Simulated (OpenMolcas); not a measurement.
# O III: CASPT2 settings compared

| Quantity | Value |
| --- | --- |
| Program | OpenMolcas 26.06 |
| Basis | ANO-R3 [4s4p2d1f] |
| Scalar Hamiltonian | X2C, finite nucleus |
| Active space | 4 electrons in 4 orbitals (2s 2p) |
| State averaging | 2S+1 = 3 even, 3 roots; 2S+1 = 1 even, 6 roots; 2S+1 = 5 odd, 1 root; 2S+1 = 3 odd, 9 roots; 2S+1 = 1 odd, 8 roots |
| Spin-orbit coupling | RASSI with atomic mean-field integrals over the reference wave functions, term energies averaged over their components |

Methods on the same reference wave functions:
A. CASSCF
B. SS-CASPT2, IPEA 0.75 Eh, imaginary shift 0.4 Eh (closed shells correlated: 1s)
C. SS-CASPT2, IPEA 0.3 Eh, no level shift (closed shells correlated: 1s)
D. SS-CASPT2, IPEA 0.75 Eh, sigma2 regulariser 0.25 Eh (closed shells correlated: 1s)

Energies in cm-1 above 2s2 2p2 3P0, the measured ground level; measured values from Moore, Selected Tables of Atomic Spectra, NSRDS-NBS 3, section 11.

| Level | A | B | C | D | Measured |
| --- | --- | --- | --- | --- | --- |
| 2s2 2p2 3P0 | 0.0 | 0.0 | 0.0 | 0.0 | 0.0 |
| 2s2 2p2 3P1 | 106 | 106 | 106 | 106 | 113 |
| 2s2 2p2 3P2 | 313 | 313 | 313 | 313 |  |
| 2s2 2p2 1D2 | 22827 | 19910 | 20370 | 19910 | 20273 |
| 2s2 2p2 1S0 | 40914 | 42020 | 42610 | 42020 | 43186 |
| 2s 2p3 5S* 2 | 49090 | 56980 | 57700 | 56980 | 60325 |
| 2s 2p3 3D* 2 | 123488 | 118490 | 118290 | 118480 |  |
| 2s 2p3 3D* 1 | 123488 | 118490 | 118290 | 118480 |  |
| 2s 2p3 3D* 3 | 123489 | 118490 | 118290 | 118480 |  |
| 2s 2p3 3P* 0 | 145700 | 141840 | 141870 | 141820 |  |
| 2s 2p3 3P* 1 | 145700 | 141840 | 141870 | 141820 |  |
| 2s 2p3 3P* 2 | 145701 | 141850 | 141870 | 141820 |  |
| 2s 2p3 1D* 2 | 202715 | 189370 | 188440 | 189360 | 187054 |
| 2s 2p3 3S* 1 | 210017 | 200780 | 198950 | 200780 | 197088 |
| 2s 2p3 1P* 1 | 224643 | 212250 | 211700 | 212240 | 210462 |

Deviations, from unrounded energies. A percentage is the sum of absolute deviations over the sum of measured energies, with the sign that they share, or ± where signs differ.

```csv
Against measurement,Levels,A,B,C,D
mean absolute deviation (cm-1),7,8400,1800,1100,1800
fine structure of the ground term (%),1,-6.1,-6.2,-6.2,-6.2
other terms of the ground configuration (%),2,±7.6,-2.4,±1.1,-2.4
other configurations (%),4,±8.2,±1.7,±1.1,±1.7
```

C lies closest to measurement on these levels and A furthest from it. The largest miss of C in the table is 2s 2p3 5S* 2, by -2600 cm-1. The ranking rests on the paired levels alone, and a cruder setting can come out closer through cancelling errors.

Among B to D the level of the table that moves most is 2s 2p3 3S* 1, by 1800 cm-1 (lowest in C, highest in B). Moves below CASPT2's spread within the term are not significant.

From A to B the spin-free energies of the other terms of 2s2 2p2 shown, above 3P, scale by factors of 0.87 to 1.03.

The lowest spin-free term lies below A's lowest term by 0.076 hartree in B, 0.081 hartree in C, 0.076 hartree in D.

Term energies are means over components that CASPT2 splits; among the terms shown or strongly mixed into the levels shown the widest spread is 330 cm-1 (2s 2p3 3D*, D). Computed and measured levels are paired by configuration, term and J; levels that our copy of the source lacks, or whose pairing is in doubt (as where it misses far off the trend of its configuration), stay unpaired and out of the deviations. Only configurations of the active space appear.

* marks odd parity.
